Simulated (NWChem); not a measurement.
Everything below was run with NWChem. System: NSi, charge 0, spin multiplicity 4, at the geometry of a parent with another charge or spin, in a state set for the comparison that need not be this species' ground state. Its SCF solution wasn't tested for a lower state. Level: UMP2/def2-TZVP, 6 core orbitals frozen.

NWChem printed:

```
             Northwest Computational Chemistry Package (NWChem) 7.3.0
             --------------------------------------------------------

                                NWChem Input Module
                                -------------------

 Scaling coordinates for geometry "geometry" by  1.889725989
 (inverse scale =  0.529177249)

 Turning off AUTOSYM since
 SYMMETRY directive was detected!

                             Geometry "geometry" -> ""
                             -------------------------

 Output coordinates in angstroms (scale by  1.889725989 to convert to a.u.)

  No.       Tag          Charge          X              Y              Z
 ---- ---------------- ---------- -------------- -------------- --------------
    1 Si                  14.0000     0.00000000     0.00000000     0.52496500
    2 N                    7.0000     0.00000000     0.00000000    -1.04993000

 Effective nuclear repulsion energy (a.u.)      32.9287796342

            Nuclear Dipole moment (a.u.)
            ----------------------------
        X                 Y               Z
 ---------------- ---------------- ----------------
     0.0000000000     0.0000000000     0.0000000000

      Symmetry information
      --------------------

 Group name             C2v
 Group number             16
 Group order               4
 No. of unique centers     2

      Symmetry unique atoms

     1    2


 Summary of "ao basis" -> "" (spherical)
 ------------------------------------------------------------------------------
       Tag                 Description            Shells   Functions and Types
 ---------------- ------------------------------  ------  ---------------------
 *                         def2-tzvp                  on all atoms

 Summary of "ao basis" -> "ao basis" (spherical)
 ------------------------------------------------------------------------------
       Tag                 Description            Shells   Functions and Types
 ---------------- ------------------------------  ------  ---------------------
 Si                        def2-tzvp                13       37   5s5p2d1f
 N                         def2-tzvp                11       31   5s3p2d1f

                                 NWChem SCF Module
                                 -----------------

  ao basis        = "ao basis"
  functions       =    68
  atoms           =     2
  alpha electrons =    12
  beta  electrons =     9
  charge          =   0.00
  wavefunction    = UHF
  use symmetry    = T
  symmetry adapt  = T

 Summary of "ao basis" -> "ao basis" (spherical)
 ------------------------------------------------------------------------------
       Tag                 Description            Shells   Functions and Types
 ---------------- ------------------------------  ------  ---------------------
 Si                        def2-tzvp                13       37   5s5p2d1f
 N                         def2-tzvp                11       31   5s3p2d1f

      Symmetry analysis of basis
      --------------------------

        a1         30
        a2          6
        b1         16
        b2         16

 Forming initial guess at       0.1s

   Symmetry analysis of molecular orbitals - initial alpha
   -------------------------------------------------------

  Numbering of irreducible representations:

     1 a1          2 a2          3 b1          4 b2

  Orbital symmetries:

     1 a1          2 a1          3 a1          4 a1          5 b2
     6 b1          7 a1          8 a1          9 b2         10 a1
    11 b1         12 b2         13 b1         14 a1         15 a1
    16 b2         17 a2         18 b1         19 a1         20 a1
    21 b2         22 b1

   Symmetry analysis of molecular orbitals - initial beta
   ------------------------------------------------------

  Numbering of irreducible representations:

     1 a1          2 a2          3 b1          4 b2

  Orbital symmetries:

     1 a1          2 a1          3 a1          4 b1          5 a1
     6 b2          7 a1          8 a1          9 b1         10 a1
    11 b2         12 b1         13 b2         14 a1         15 b1
    16 a1         17 b2         18 a1         19 a2         20 a1
    21 b1         22 b2
[...]
    44      0.195900  2 N  py                16      0.192032  1 Si py
    47      0.169310  2 N  py

 Vector   12  Occ=0.000000D+00  E= 6.737241D-02  Symmetry=b1
              MO Center= -5.7D-14,  2.9D-15,  5.8D-01, r^2= 3.9D+00
   Bfn.  Coefficient  Atom+Function         Bfn.  Coefficient  Atom+Function
  ----- ------------  ---------------      ----- ------------  ---------------
    18      0.846007  1 Si px                49     -0.407611  2 N  px
    15      0.241072  1 Si px                43     -0.192654  2 N  px
    46     -0.150718  2 N  px

 center of mass
 --------------
 x =   0.00000000 y =   0.00000000 z =  -0.00069027

 moments of inertia (a.u.)
 ------------------
          82.657404064328           0.000000000000           0.000000000000
           0.000000000000          82.657404064328           0.000000000000
           0.000000000000           0.000000000000           0.000000000000

  Mulliken analysis of the total density
  --------------------------------------

    Atom       Charge   Shell Charges
 -----------   ------   -------------------------------------------------------
    1 Si  14    13.83   2.00  0.59  1.38  1.07  0.78  4.10  1.74  0.42  0.96  0.52  0.11  0.11  0.03
    2 N    7     7.17   0.82  1.15  0.60  0.93  0.21  1.34  1.52  0.58  0.00  0.02  0.00

  Mulliken analysis of the alpha density
  --------------------------------------

    Atom       Charge   Shell Charges
 -----------   ------   -------------------------------------------------------
    1 Si  14     7.48   1.00  0.30  0.69  0.52  0.43  2.07  0.86  0.28  0.75  0.43  0.07  0.06  0.02
    2 N    7     4.52   0.41  0.58  0.33  0.50  0.09  1.07  1.18  0.35  0.00  0.01  0.00

   Mulliken analysis of the beta density
   -------------------------------------

    Atom       Charge   Shell Charges
 -----------   ------   -------------------------------------------------------
    1 Si  14     6.34   1.00  0.30  0.69  0.56  0.35  2.04  0.88  0.14  0.20  0.09  0.04  0.05  0.01
    2 N    7     2.66   0.41  0.58  0.27  0.43  0.12  0.27  0.34  0.23  0.00  0.01  0.00

   Mulliken analysis of the spin density
   -------------------------------------

    Atom       Charge   Shell Charges
 -----------   ------   -------------------------------------------------------
    1 Si  14     1.14  -0.00 -0.00  0.00 -0.04  0.08  0.03 -0.02  0.14  0.55  0.35  0.03  0.01  0.01
    2 N    7     1.86   0.00 -0.00  0.06  0.07 -0.04  0.81  0.84  0.13  0.00  0.00  0.00

       Multipole analysis of the density wrt the origin
       ------------------------------------------------

     L   x y z        total         alpha         beta         nuclear
     -   - - -        -----         -----         ----         -------
     0   0 0 0     -0.000000    -12.000000     -9.000000     21.000000

     1   1 0 0      0.000000      0.000000      0.000000      0.000000
     1   0 1 0      0.000000      0.000000      0.000000      0.000000
     1   0 0 1      0.020520      1.112423     -1.091903      0.000000

     2   2 0 0    -13.293792     -7.576050     -5.717742      0.000000
     2   1 1 0      0.000000      0.000000      0.000000      0.000000
     2   1 0 1      0.000000      0.000000     -0.000000      0.000000
     2   0 2 0    -15.281584    -11.658541     -3.623043      0.000000
     2   0 1 1      0.000000      0.000000      0.000000      0.000000
     2   0 0 2    -14.216294    -35.154057    -20.396258     41.334021

                   NWChem MP2 Semi-direct Energy/Gradient Module
                   ---------------------------------------------

  Basis functions       =     68
  Molecular orbitals    =     68
  Frozen core           =      6
  Frozen virtuals       =      0
  Active alpha occupied =      6
  Active beta occupied  =      3
  Active alpha virtual  =     56
  Active beta virtual   =     59
  Use MO symmetry       = T
  Use skeleton AO sym   = T

  AO/Fock/Back tols     =   1.0D-09  1.0D-09  1.0D-09

 GA uses MA = F    GA memory limited = T

 Available:
  local mem=  1.26D+08
 global mem=  1.44D+08
 local disk=  0.00D+00
  mp2_memr nvloc                    56
  nvloc new                    56
   1 passes of   6:        4194304                      26226                   2681199.
   1 passes of   6: M    126150524           G      144169952           F     121956220.

 Semi-direct pass number   1 of   1  for UHF alpha       at        1.5s
  vrange nnbf                  2340
  mp2_eaftype                    10  avail_ma_in_mb                  1099
 EAF : mp2_eaftype filesize          10    1340600.
  mp2_eaf for mointskh                     10
Node 0 wrote      6.3 Mb in      0.0 s     Agg I/O rate:  3396.2 Mb/s
 Done moints_semi at        2.9s
  mp2_eaftype                    10  avail_ma_in_mb                  1089
 EAF : mp2_eaftype filesize          10    1340600.
  mp2_eaf for kh                    10
 Done maket at        2.9s
 Done multipass loop at        2.9s

 GA uses MA = F    GA memory limited = T

 Available:
  local mem=  1.26D+08
 global mem=  1.44D+08
 local disk=  0.00D+00
  mp2_memr nvloc                    59
  nvloc new                    59
   1 passes of   3:        4194304                      18279                   1416195.
   1 passes of   3: M    126150524           G      144169952           F     121956220.

 Semi-direct pass number   1 of   1  for UHF beta        at        3.0s
  vrange nnbf                  2340
  mp2_eaftype                    10  avail_ma_in_mb                  1099
 EAF : mp2_eaftype filesize          10     708098.
  mp2_eaf for mointskh                     10
Node 0 wrote      3.3 Mb in      0.0 s     Agg I/O rate:  4084.1 Mb/s
 Done moints_semi at        4.0s
  mp2_eaftype                    10  avail_ma_in_mb                  1089
 EAF : mp2_eaftype filesize          10     708098.
  mp2_eaf for kh                    10
 Done maket at        4.0s
 Done multipass loop at        4.0s

          -------------------------------------------
          SCF energy                -343.220857161196
          Correlation energy          -0.206471473147
          Singlet pairs                0.000000000000
          Triplet pairs                0.000000000000
          Total MP2 energy          -343.427328634344
          -------------------------------------------

          ---------------------------------------------------
                    Spin Component Scaled (SCS) MP2
          Same spin pairs                     -0.050171282083
          Same spin scaling factor             0.333333333333
          Opposite spin pairs                 -0.156300191064
          Opposite spin scaling fact.          1.200000000000
          SCS-MP2 correlation energy          -0.204283989971
          Total SCS-MP2 energy              -343.425141151168
          ---------------------------------------------------

 -----------------------
 Performance information
 -----------------------

 Timer overhead =  1.81D-07 seconds/call

               Nr. of calls         CPU time (s)                 Wall time (s)                GFlops
             ---------------    -------------------     ------------------------------   -------------------
Name         Min   Avg   Max    Min     Avg     Max     Min     Avg     Max   Mx/calls   Min     Max     Sum
mp2: moin     2     2     2    2.4     2.4     2.4      2.4     2.4     2.4     1.2      0.0     0.0     0.0
mp2: make     2     2     2   5.01E-2 5.01E-2 5.01E-2  5.01E-2 5.01E-2 5.01E-2 2.50E-2   0.0     0.0     0.0
mp2: tota     1     1     1    2.5     2.5     2.5      2.5     2.5     2.5     2.5      0.0     0.0     0.0

 The average no. of pstat calls per process was 5.00D+00
 with a timing overhead of 9.04D-07s

 Task  times  cpu:        3.9s     wall:        3.9s

 Total times  cpu:        4.0s     wall:        4.0s
```

Task: Write an NWChem input that would produce this output.

Result: This is not unique; one that fits is 
```
start mol
memory heap 200 mb stack 900 mb global 1100 mb
geometry units angstroms nocenter noautoz
  Si     0.000000     0.000000     0.524965
  N      0.000000     0.000000    -1.049930
  symmetry group C2v
end
basis spherical
  * library def2-tzvp
end
scf
  uhf
  nopen 3
  maxiter 100
  thresh 1e-7
  semidirect memsize 60000000 filesize 0
  # guess.movecs holds the orbitals of an unrestricted PBE0 run
  vectors input guess.movecs output mol.movecs
end
mp2
  freeze core 6
end
task mp2 energy
```
